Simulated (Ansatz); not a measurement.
H₇NO₂Si₂, SMILES `O[SiH](O)N[SiH3]` at its PBE0-D4/def2-TZVP geometry, where that method's forces vanish. Charge 0, multiplicity 1.

```xyz
12

O    -0.8587    2.2022   -0.2871
Si   -0.2139    0.9345    0.5208
O    -1.0711    0.8805    1.9238
N    -0.3528   -0.4712   -0.4395
Si    0.8848   -1.5308   -1.0142
H    -1.2666    2.8817    0.2522
H     1.2307    1.1031    0.8006
H    -0.8465    0.1959    2.5548
H    -1.2840   -0.6545   -0.7919
H     2.1480   -1.1585   -0.3312
H     0.5544   -2.9481   -0.7013
H     1.0757   -1.4348   -2.4870
```

What forces (eV/Å) does B3LYP-D4/def2-TZVPP give on these atoms in the Gaussian-basis code of Ansatz? (An estimate is asked.)

Computed: 
```
O1  -0.050  0.112 -0.046
Si2  0.230  0.001 -0.001
O3  -0.047 -0.025  0.123
N4  -0.048 -0.022 -0.030
Si5  0.142 -0.157 -0.075
H6  -0.027  0.060 -0.029
H7  -0.100 -0.001 -0.016
H8  -0.030 -0.013  0.058
H9  -0.001 -0.004  0.002
H10 -0.083 -0.030 -0.052
H11  0.024  0.086 -0.023
H12 -0.009 -0.007  0.091
```

B3LYP here is the variant with VWN-RPA as its local correlation; programs differ in this.
